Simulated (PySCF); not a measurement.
## Au⁷¹⁺: ionisation energy

Au⁷¹⁺ [He] 2s2 2p4 [2p1/2^2 2p3/2^2, M_J = 2] → Au⁷²⁺ [He] 2s2 2p3 [2p1/2^2 2p3/2^1, M_J = 3/2], as a difference of total energies. Calculation: PySCF 2.14, in an even-tempered Gaussian basis (16 s from 59 bohr⁻², ratio 2.4; 13 p from 76 bohr⁻², ratio 2.4; 5 d from 260 bohr⁻², ratio 2.6; 4 f from 390 bohr⁻², ratio 2.6); the two-component X2C-1e Hamiltonian. Correlated levels: nothing frozen; the 28 highest virtual spinors dropped. "Screened" scales the spin-orbit matrix elements by Boettger's factors to mimic the two-electron term; Breit and QED terms are absent.

```
                    method  ionisation energy (eV)
           GHF (spin-free)                 19306.4
          GMP2 (spin-free)                 19308.2
 GHF (screened spin-orbit)                 18808.6
GMP2 (screened spin-orbit)                 18809.0
```

For this ion Breit and QED terms and the two-electron picture change, all absent here, outweigh the correlation shift from GHF to GMP2.

The spin-free rows relax to the high-spin LS determinant and lack the spin-orbit shift.

The labels give the starting determinants; with spin-orbit coupling the two ends relaxed to ⟨J²⟩ = 6.00, ⟨L²⟩ = 3.32, ⟨S²⟩ = 1.38 and ⟨J²⟩ = 3.75, ⟨L²⟩ = 2.62, ⟨S²⟩ = 1.45.

For comparison: 18790 ± 60 eV (theoretical estimate listed by NIST; NIST Atomic Spectra Database, ionization energies).
